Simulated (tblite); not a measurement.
C5H11NSi.
Geometry (GFN2-xTB, Å), atoms numbered from 1 in this order:
```
atom  x, y, z in Å
C1     2.7843   -0.2087    0.0801
C2     1.5228    0.0156   -0.2350
C3     0.3769   -0.0569    0.7321
C4    -0.6184   -1.1580    0.3379
C5    -1.5170   -0.6284   -0.7782
Si6   -1.6945    1.2211   -0.3746
N7    -0.3932    1.1750    0.7426
H8     3.5773   -0.1423   -0.6459
H9     3.0785   -0.4769    1.0825
H10    1.2421    0.2918   -1.2424
H11    0.7705   -0.2472    1.7397
H12   -1.2324   -1.3827    1.2115
H13   -0.0869   -2.0665    0.0485
H14   -2.4568   -1.1750   -0.8041
H15   -1.0416   -0.7738   -1.7478
H16   -1.5077    2.0632   -1.5646
H17   -2.9280    1.5795    0.3297
H18    0.1154    1.9764    1.0762
```

Computed values, GFN2-xTB/tblite, gas phase, harmonic and unscaled. Against measured fundamentals such values can be off by several per cent, at times by over 20. Modes of hydrogen on silicon can be 10 to 20 % off. One conformer, not necessarily the lowest.

Harmonic wavenumbers (cm⁻¹): 58.7, 88.8, 163.7, 289.3, 339.7, 355.7, 416.9, 457.9, 500.0, 535.3, 641.5, 672.8, 683.5, 724.6, 805.2, 809.6, 851.2, 879.8, 897.2, 947.7, 974.3, 1023.0, 1057.2, 1077.2, 1130.1, 1141.8, 1178.9, 1235.2, 1257.8, 1272.3, 1310.5, 1321.8, 1326.5, 1419.0, 1480.2, 1501.5, 1712.0, 2192.5, 2244.5, 2884.7, 2967.5, 2983.0, 2992.0, 3017.8, 3064.4, 3091.3, 3116.6, 3483.1.

A = 4149, B = 1525, C = 1338 MHz; mass 113.066 u (most abundant isotopes); point group C1, symmetry number 1.

Zero-point energy?

Half the sum of the wavenumbers: 32288 cm⁻¹ = 92.32 kcal/mol.

What is S at 298.15 K and 1 bar for an ideal gas of classical rigid rotors and harmonic oscillators?

Translation 40.11, rotation 28.03, vibration 20.45: S = 88.6 cal/(mol K).

And Cp and H(298.15 K) − H(0)?

Cp = 33.94 cal/(mol K), of which vibrations give 25.99 (their classical limit is 48 R = 95.4); H(298.15 K) − H(0) = 5.80 kcal/mol without the zero-point energy, 3.43 from vibrations.

Which modes carry the vibrational entropy at 298.15 K?

58.7 cm⁻¹: 4.50; 88.8 cm⁻¹: 3.69; 163.7 cm⁻¹: 2.51; 289.3 cm⁻¹: 1.48; 339.7 cm⁻¹: 1.21; 355.7 cm⁻¹: 1.14 cal/(mol K); the other 42 give 5.92 together.

How do the functions run with temperature in this model?

```csv
T (K),S (cal/(mol K)),Cp (cal/(mol K)),H − H(0) (kcal/mol),G − H(0) (kcal/mol),ln q(vib)
100,64.6,14.6,1.10,-5.35,1.02
200,77.3,23.6,2.99,-12.47,2.67
300,88.8,34.1,5.87,-20.77,4.53
500,110.8,52.6,14.64,-40.76,8.67
800,139.6,69.8,33.24,-78.47,15.12
1000,156.0,77.2,47.98,-108.07,19.25
```

q(vib) and H(0) count from the zero-point level.

Blend soft modes into free rotors: weight 1/[1 + (100 cm⁻¹/ν̃)⁴] for the oscillator and the rest for a rotor with moment μB/(μ + B), μ = h/(8π²ν), B = 10⁻⁴⁴ kg m². What vibrational entropy results?

19.01 cal/(mol K) in place of 20.45, which changes −T·S at 298.15 K by +0.43 kcal/mol.

What must be added to the electronic energy to get the Gibbs energy at 298.15 K and 1 bar?

ZPE + [H(298.15 K) − H(0)] − T·S = 92.32 + 5.80 − 26.41 = 71.71 kcal/mol.

Hindered rotation and anharmonicity are outside this model. Other conformers, if any are populated, would add a mixing term that is left out. The structure is chiral; the term R ln 2 for an equal mix with its mirror image is left out.
